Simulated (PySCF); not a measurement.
Species: C7H8FN.
Atom-mapped SMILES: `[CH:1]#[C:2][C:3]1=[C:4]([F:5])[N:6]([CH3:7])[CH2:8][CH2:9]1`

Structure used (GFN2-xTB), in Å, numbered top down from 1:
```xyz
17
C7H8FN angstrom
C      3.659    0.838    0.483
C      2.507    0.515    0.370
C      1.170    0.118    0.262
C      0.091    0.882    0.026
F      0.054    2.208   -0.142
N     -1.087    0.185   -0.119
C     -2.368    0.775    0.164
C     -0.833   -1.179    0.324
C      0.700   -1.321    0.338
H      4.662    1.130    0.575
H     -2.604    0.754    1.237
H     -3.138    0.221   -0.373
H     -2.371    1.808   -0.178
H     -1.255   -1.332    1.328
H     -1.315   -1.882   -0.360
H      1.063   -1.825    1.234
H      1.056   -1.880   -0.530
```

NICS is the negative of the GIAO shielding at a point without a nucleus: at the ring centre (0) and 1 Å above and below it (1); zz is the component along the ring normal. Level: GIAO PBE0/pcSseg-1 (PySCF, non-relativistic, gas phase) on the GFN2-xTB geometry, one conformer.

Ring bond lengths (Å), with Mayer bond orders in brackets: C3–C4 1.343 (1.60), C4–N6 1.376 (1.06), N6–C8 1.457 (0.92), C8–C9 1.540 (1.03), C9–C3 1.516 (1.04).

Question: Give the NICS values of each ring in ppm.

Answer: 
| ring | type | NICS(0) | NICS(1), two faces | NICS(1)zz, two faces | rms pucker (Å) | centre to ring atoms, mean (Å) |
| --- | --- | --- | --- | --- | --- | --- |
| C3–C4–N6–C8–C9 | 5-membered ring with N; formal bonds 1 double, 4 single | -7.1 | -2.9 / -1.9 | 0.2 / -0.1 | 0.07 | 1.23 |

Question: What can be read from them?

Answer: 
- C3–C4–N6–C8–C9: mean NICS(1)zz 0.1 ppm, near zero. C8, C9 have four or more neighbours, and the NICS criterion for π rings isn't applied.

Question: List the ring angles and the Hirshfeld charges of the ring atoms.

Answer: 
- C3–C4–N6–C8–C9: C3 107.4° (-0.065 e), C4 114.7° (+0.139 e), N6 107.0° (-0.070 e), C8 105.2° (-0.012 e), C9 102.7° (-0.064 e); sum 537.2° against 540° for a flat convex ring.

Question: How shielded are the nuclei of the rings and their hydrogens (means over atoms taken as equivalent)?

Answer: 
```
   atoms                      environment  σ isotropic (ppm)
      C3  fully substituted alkene carbon              116.5
      C4               vinylic C–F carbon               11.9
      N6                 enamine nitrogen              180.1
      C8     sp3 carbon bound to nitrogen              134.9
      C9                   allylic carbon              155.9
H14 (×2)               methylene hydrogen              28.54
H16 (×2)               methylene hydrogen              28.98
```
